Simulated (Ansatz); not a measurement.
`BC1BNC1` + `N=CCl` → `B/N=C\Cl` + `B1CCN1` at 700 K and 1 bar (ligand exchange at a B–C bond).

Calculated with Ansatz (gas phase, PBE0-D4/def2-TZVP geometries, no zero-point term in ΔE). CCSD(T)/CBS is the MP2 limit (def2-TZVPP, def2-QZVPP) plus CCSD(T) − MP2 in def2-TZVPP, frozen cores. This one scheme is used for every species. One conformer a species, not always the lowest.

| species | CCSD(T)/CBS energy (Eh) | H − E (kJ/mol) | S (J/(mol·K)) |
| --- | --- | --- | --- |
| `BC1BNC1` | -184.60053 | 324.1 | 419.0 |
| `N=CCl` | -553.70684 | 119.5 | 311.8 |
| `B/N=C\Cl` | -579.12291 | 165.5 | 372.6 |
| `B1CCN1` | -159.21673 | 278.3 | 360.9 |

H − E and S are ideal-gas, rigid-rotor, harmonic terms from PBE0-D4/def2-TZVP, for one conformer and one mirror image of each species. 1 Eh = 2625.50 kJ/mol, R = 8.31446 J/(mol·K).

Question: By hand: ΔE, ΔH, ΔS and ΔG.

Answer: ΔE = (-579.12291) + (-159.21673) − (-184.60053) − (-553.70684) = -0.03227 Eh = -84.7 kJ/mol. Δ(H − E) = 165.5 + 278.3 − 324.1 − 119.5 = 0.2, so ΔH = -84.5 kJ/mol. ΔS = 372.6 + 360.9 − 419.0 − 311.8 = 2.7 J/(mol·K). ΔG = -84.5 − 700 × (2.7)/1000 = -86.4 kJ/mol.

Question: By hand: the equilibrium constant, and the temperature at which ΔG would vanish if ΔH and ΔS stayed fixed.

Answer: log₁₀ K = −ΔG/(RT ln 10) = 6.4. ΔH and −TΔS have one sign here, so there is no such temperature.

The number of gas molecules stays the same, so ΔS is small and ΔH decides. A doubt of 5 kJ/mol in ΔE shifts log₁₀ K by 0.4 here. Other conformers and mirror images would add mixing entropy, several J/(mol·K) or more a flexible species. These are equilibria of isolated gas molecules and say nothing of rates. Largest T1 diagnostic: 0.014 (customary marks: 0.02 for closed shells, 0.045 for open ones).

ΔS is within the doubt of such terms, so its sign, and with it that verdict, could turn.
